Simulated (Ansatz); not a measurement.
Relaxation of BrCl2H4NOTi (10 atoms, charge 0, multiplicity 1), to a largest force component of 0.03 eV/Å in at most 50 steps.

Theory: RKS PBE/def2-SVP in Ansatz.

```xyz
10
Properties=species:S:1:pos:R:3:forces:R:3
Ti -0.696 -0.459 -0.243 -0.66 -0.19 0.34
Cl 0.826 1.157 2.563 -0.63 -0.27 0.30
O 0.898 -0.953 0.318 0.02 -0.02 0.03
H 1.394 -0.473 1.022 -0.03 -0.01 -0.01
Cl -0.811 1.616 -0.995 0.00 0.00 0.01
N -1.130 -1.604 -1.625 0.03 0.03 0.06
H -1.915 -1.481 -2.274 -0.02 -0.01 -0.02
H -0.606 -2.464 -1.827 0.01 -0.02 -0.03
Br -2.427 -0.794 1.563 0.73 0.21 -0.46
H -0.350 0.541 2.758 0.56 0.28 -0.20
```

Where does it end, and by what steps?

It converged. The force dipped under the threshold on the way, but the program's further checks kept it going. After 18 steps the energy has fallen by 0.162 eV; Cl2 moved furthest, 1.05 Å.

```json
{"step": "0", "energy less start (eV)": "0.0000", "largest force component (eV/Å)": "0.734", "accepted": "yes"}
{"step": "1", "energy less start (eV)": "-0.0860", "largest force component (eV/Å)": "0.768", "accepted": "yes"}
{"step": "2", "energy less start (eV)": "-0.0956", "largest force component (eV/Å)": "0.421", "accepted": "yes"}
{"step": "3", "energy less start (eV)": "-0.1233", "largest force component (eV/Å)": "0.416", "accepted": "yes"}
{"step": "4", "energy less start (eV)": "-0.1346", "largest force component (eV/Å)": "0.363", "accepted": "yes"}
{"step": "5", "energy less start (eV)": "-0.1444", "largest force component (eV/Å)": "0.264", "accepted": "yes"}
{"step": "6", "energy less start (eV)": "-0.1480", "largest force component (eV/Å)": "0.208", "accepted": "yes"}
{"step": "7", "energy less start (eV)": "-0.1019", "largest force component (eV/Å)": "0.835", "accepted": "no"}
{"step": "8", "energy less start (eV)": "-0.1546", "largest force component (eV/Å)": "0.098", "accepted": "yes"}
{"step": "9", "energy less start (eV)": "-0.1583", "largest force component (eV/Å)": "0.064", "accepted": "yes"}
{"step": "10", "energy less start (eV)": "-0.1596", "largest force component (eV/Å)": "0.127", "accepted": "yes"}
{"step": "11", "energy less start (eV)": "-0.1600", "largest force component (eV/Å)": "0.111", "accepted": "yes"}
{"step": "12", "energy less start (eV)": "-0.1614", "largest force component (eV/Å)": "0.012", "accepted": "yes"}
{"step": "13", "energy less start (eV)": "-0.1612", "largest force component (eV/Å)": "0.092", "accepted": "no"}
{"step": "14", "energy less start (eV)": "-0.1619", "largest force component (eV/Å)": "0.014", "accepted": "yes"}
{"step": "15", "energy less start (eV)": "-0.1617", "largest force component (eV/Å)": "0.052", "accepted": "no"}
{"step": "16", "energy less start (eV)": "-0.1621", "largest force component (eV/Å)": "0.021", "accepted": "yes"}
{"step": "17", "energy less start (eV)": "-0.1621", "largest force component (eV/Å)": "0.031", "accepted": "yes"}
{"step": "18", "energy less start (eV)": "-0.1622", "largest force component (eV/Å)": "0.021", "accepted": "yes"}
```

```xyz
10
Properties=species:S:1:pos:R:3
Ti -0.757 -0.224 -0.475
Cl 0.971 0.331 3.196
O 0.857 -0.420 0.171
H 1.247 -0.195 1.055
Cl -1.057 1.627 -1.655
N -1.119 -1.704 -1.530
H -1.919 -1.771 -2.171
H -0.527 -2.541 -1.597
Br -2.224 -0.204 1.459
H -0.288 0.188 2.808
```

Whether the end is a true minimum wasn't checked by a vibrational analysis.

Run time: 27 s on 4 threads of Intel(R) Xeon(R) 6975P-C (Granite Rapids), with other jobs on the host, peak memory 0.27 GiB.
